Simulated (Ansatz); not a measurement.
Input and output for AlFH5NSi (`[F][AlH][NH][SiH3]`).

```yaml
crystal:
  periodic: [false, false, false]
  atoms:
    - {symbol: F, position_ang: [-1.352499, 2.745767, 0.794979]}
    - {symbol: Al, position_ang: [-0.342529, 1.704808, 0.008811]}
    - {symbol: N, position_ang: [-0.451170, -0.008960, 0.442318]}
    - {symbol: Si, position_ang: [0.463792, -1.332593, -0.185034]}
    - {symbol: H, position_ang: [0.655434, 2.250546, -1.069055]}
    - {symbol: H, position_ang: [-1.132159, -0.254720, 1.150004]}
    - {symbol: H, position_ang: [1.248496, -2.025503, 0.873838]}
    - {symbol: H, position_ang: [1.399756, -0.771979, -1.194333]}
    - {symbol: H, position_ang: [-0.400620, -2.353668, -0.838629]}
basis:
  gaussian: {orbitals: def2-SVP}
magnetization: {spin_polarized: true, initial_magnetization: 2}
hamiltonian: {xc: {name: r2SCAN50}, dispersion: d4}
output: {forces: true}
```

```sh
$ ansatz run in.yaml --threads 2 --pin off --events-out ev --progress --plain --max-ram 4352MiB
```

Shortened log:

```
Functional definition: r2SCAN50
851 factors; integrals over basis functions are off by at most 1.1e-3 eV
mean field evaluation 1: about -18741.3507 eV, gradient 3.5e1 eV
mean field evaluation 2: about -18738.6727 eV, gradient 4.4e1 eV
mean field evaluation 4: about -18747.1124 eV, gradient 2.6e0 eV
mean field evaluation 8: about -18747.2626 eV, gradient 2.6e-1 eV
mean field evaluation 16: about -18747.2668 eV, gradient 1.1e-2 eV
mean field evaluation 32: about -18747.3847 eV, gradient 1.1e-2 eV
mean field -18747.38466752 eV, -688.9536790977 hartree, gradient 2.7e-6 eV, S^2 2.021595; 2 other end points of the search recorded, 0 dependent functions left out
reference -18747.38467621 eV, -688.9536794169 hartree; 25, 23 occupied and 64, 66 virtual orbitals, 851 factors
Total energy: -18747.43866235 eV, -688.9556633709 hartree
Atom 0 at    -1.352499     2.745767     0.794979 Å, force    -0.762866     0.009492     0.725518 eV/Å
Atom 1 at    -0.342529     1.704808     0.008811 Å, force     1.226151     4.706369    -2.035693 eV/Å
Atom 2 at    -0.451170    -0.008960     0.442318 Å, force    -1.300509    -3.385148     1.884336 eV/Å
Atom 3 at     0.463792    -1.332593    -0.185034 Å, force     1.922678    -1.563194    -1.545131 eV/Å
Atom 4 at     0.655434     2.250546    -1.069055 Å, force     0.045904    -0.442186     0.016518 eV/Å
Atom 5 at    -1.132159    -0.254720     1.150004 Å, force    -0.271228    -0.000520     0.258683 eV/Å
Atom 6 at     1.248496    -2.025503     0.873838 Å, force    -0.354356     0.339653     0.177205 eV/Å
Atom 7 at     1.399756    -0.771979    -1.194333 Å, force    -0.245899    -0.022735     0.240856 eV/Å
Atom 8 at    -0.400620    -2.353668    -0.838629 Å, force    -0.259876     0.358269     0.277707 eV/Å
Dipole moment:     0.079930    -1.762116     0.249105 e Å
```

Run time 16 s (2 threads of an Arm Neoverse V1 on a shared host); peak host memory 0.29 GiB.
